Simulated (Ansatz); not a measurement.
Ansatz (an electronic-structure program) input:

Ansatz 0.2 input:
```yaml
crystal:
  periodic: [false, false, false]
  atoms:
    - {symbol: Zn, position_ang: [-0.57687527, 0.11435215, 0.25869007]}
    - {symbol: F, position_ang: [0.81343053, 0.55642734, -1.09146355]}
    - {symbol: F, position_ang: [1.10948705, -0.93760116, 0.22916331]}
basis:
  gaussian:
    orbitals: def2-SVPD
magnetization: {spin_polarized: true, initial_magnetization: 2}
correlation: {method: ccsd_t, electrons: outside_noble_gas}
output: {forces: true}
```

Task: What final total energy does it print?

Result: -1976.88814 Eh (CCSD(T)/def2-SVPD). The basis has 80 functions.

The spin state was set by rule; other spins were not relaxed.

The program attaches cautions to this result: other roots.
